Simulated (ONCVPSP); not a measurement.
Al (Z = 13): ONCV pseudisation with PBE, scalar-relativistic reference atom.

aluminium (Al), optimised norm-conserving Vanderbilt (ONCV), made with ONCVPSP 4.0.1 (PBE, scalar-relativistic). Core [Ne], reference 3s1.5 3p1.5. Waves: 3s: rc 1.80 bohr, ncon 4, nbas 7, qcut 4.7 1/bohr, 2 projectors, debl 2.1 Ha; 3p: rc 2.45 bohr, ncon 4, nbas 9, qcut 3.6 1/bohr, 3 projectors, debl 1.9 Ha; d scattering state at 0.02 Ha: rc 2.10 bohr, ncon 3, nbas 7, qcut 4.4 1/bohr, 2 projectors, debl 2.6 Ha. Local part: polynomial inside 1.20 bohr (lpopt 5, dvloc0 0 Ha). Core correction: none.

All-electron outer shells of the reference configuration (PBE, scalar-relativistic, ld1.x):

```csv
shell,level (eV),outermost node (bohr),outermost maximum (bohr)
2s,-109.10,0.16,0.50
2p,-70.57,–,0.43
3s,-8.18,0.80,2.09
3p,-3.04,0.82,2.61
```

Does the generator finish with these settings?

Yes, a potential is produced and its reference levels are reproduced.

Estimate the cutoffs (Ha) at which the residual kinetic energy of the hardest occupied pseudo-wave falls to 1 and 0.1 mHa per electron.

6.0 Ha and 7.8 Ha. The cutoffs count occupied waves only; projector 2 of the d channel, the hardest unoccupied one, needs 45 Ha at the loose tolerance.

What does a ghost test show?

No bound ghost flagged; GHOST(+) flagged for s at 91.7 eV.

Which valence shell sets the plane-wave cutoff?

3s: 6 Ha for 1 mHa per electron, against 2 Ha for 3p.

Tests: 3s2 3p1; 3s2 3p0; 3s1 3p0; 3s2 3p0.5. Which has the largest error in its energy relative to the reference configuration, and how large is it?

3s2 3p0, with -3.6 meV (all-electron minus pseudo) on +3.22 eV.
